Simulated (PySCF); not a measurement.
C6H6.

```xyz
12

C     -1.0668    -2.0573     0.0000
C     -0.2915    -1.1239     0.0000
C      0.6050    -0.0016     0.0000
C      1.9441    -0.1928     0.0000
C      0.0287     1.3548     0.0000
C     -1.2797     1.6424     0.0000
H     -1.7430    -2.8911     0.0000
H      2.3768    -1.1945     0.0000
H      2.6263     0.6611     0.0000
H      0.7648     2.1658     0.0000
H     -1.6294     2.6773     0.0000
H     -2.0348     0.8517     0.0000
```

Geometry optimised at B3LYP-D3(BJ)/def2-SVP. One conformer was computed; it need not be the lowest.

Method: PBE/pcSseg-1 run with PySCF. Non-relativistic, no solvent.

Q: Give the absolute GIAO shielding of each atom: isotropic value and principal components (ppm). (Estimate from the structure and the level; the computed values follow.)

A: 
```tsv
atom	σ(iso)	σ11	σ22	σ33	span
C1	93.3	30.3	44.8	204.7	174.5
C2	96.2	-1.3	-0.3	290.2	291.5
C3	43.9	-56.9	48.3	140.2	197.0
C4	47.0	-60.7	57.1	144.5	205.3
C5	36.0	-71.8	43.7	136.2	208.1
C6	55.2	-48.8	54.3	160.2	208.9
H7	28.2	24.3	24.9	35.5	11.3
H8	25.3	22.0	24.5	29.5	7.5
H9	25.5	22.4	25.0	29.1	6.7
H10	24.9	23.1	23.6	27.9	4.8
H11	25.7	23.8	25.1	28.1	4.3
H12	25.2	22.8	23.9	29.0	6.2
```
